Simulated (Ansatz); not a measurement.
Total energies of `c1csc(-c2ccc(-c3ccc(-c4cccs4)s3)s2)c1` from Ansatz at PBE-D4/def2-TZVP, gas phase (1 Eh = 27.2114 eV = 2625.5 kJ/mol). The reference geometry is relaxed at PBE-D4/def2-SVP.

Cartesian coordinates in Å:
```
C -3.950 0.794 -5.645
C -4.552 -0.383 -5.237
S -3.843 -0.987 -3.779
C -2.718 0.353 -3.690
C -1.757 0.469 -2.616
C -0.806 1.472 -2.414
C -0.019 1.278 -1.256
C -0.348 0.123 -0.542
C 0.232 -0.392 0.672
C -0.092 -1.545 1.390
C 0.701 -1.731 2.547
C 1.650 -0.726 2.741
C 2.625 -0.578 3.796
C 3.574 0.427 3.984
C 4.371 0.239 5.148
C 4.033 -0.906 5.847
S 2.739 -1.764 5.082
S 1.544 0.463 1.459
S -1.659 -0.724 -1.338
C -2.910 1.214 -4.771
H -4.250 1.342 -6.550
H -5.372 -0.934 -5.713
H -0.689 2.324 -3.096
H 0.779 1.963 -0.935
H -0.890 -2.232 1.075
H 0.593 -2.581 3.235
H 3.683 1.275 3.294
H 5.169 0.924 5.464
H 4.473 -1.299 6.771
H -2.313 2.124 -4.922
```

| state | geometry | energy (Eh) |
| --- | --- | --- |
| charge 0 singlet | reference | -2207.35289 |
| charge 1 doublet | reference | -2207.12102 |
| charge -1 doublet | reference | -2207.39512 |
| free C atom (triplet) | – | -37.79597 |
| free S atom (triplet) | – | -397.93833 |
| free H atom (doublet) | – | -0.49962 |

Single mean-field runs in def2-TZVP are fitted with def2-universal-jkfit.

(1) Work out the vertical ionisation energy to the doublet.

(2) Work out the vertical electron affinity, to the doublet.

(3) Give the fundamental gap IE − EA, the Mulliken electronegativity (IE + EA)/2 and the hardness (IE − EA)/2.

(4) What is the binding energy per atom against free atoms?

(1) E(charge 1 doublet) − E(charge 0 singlet) = -2207.12102 − (-2207.35289) = 0.23187 Eh = 6.31 eV. For comparison, −ε of the highest occupied level is 4.58 eV at this level, 1.73 eV less.

(2) E(charge 0 singlet) − E(charge -1 doublet) = -2207.35289 − (-2207.39512) = 0.04223 Eh = 1.15 eV. The basis lacks diffuse functions, which makes affinities too small.

(3) From the values in Eh: IE − EA = 0.23187 − 0.04223 = 0.18964 Eh = 5.16 eV; (IE + EA)/2 = 3.73 eV; (IE − EA)/2 = 2.58 eV. The HOMO–LUMO gap of the same run is 1.82 eV, 3.34 eV smaller than the fundamental gap.

(4) Atoms: 16 × (-37.79597) + 4 × (-397.93833) + 10 × (-0.49962) = -2201.48504 Eh. Binding: -2201.48504 − (-2207.35289) = 5.86785 Eh = 159.67 eV, or 5.32 eV for each of 30 atoms (no zero-point energy, no counterpoise term).

At PBE-D4/def2-TZVP the highest occupied level of the charge -1 doublet lies above zero (up to 0.53 eV). By energy differences its removal costs 1.15 eV (vertical, to the charge 0 singlet, at PBE-D4/def2-TZVP); self-interaction error and the lack of diffuse functions both raise the level.
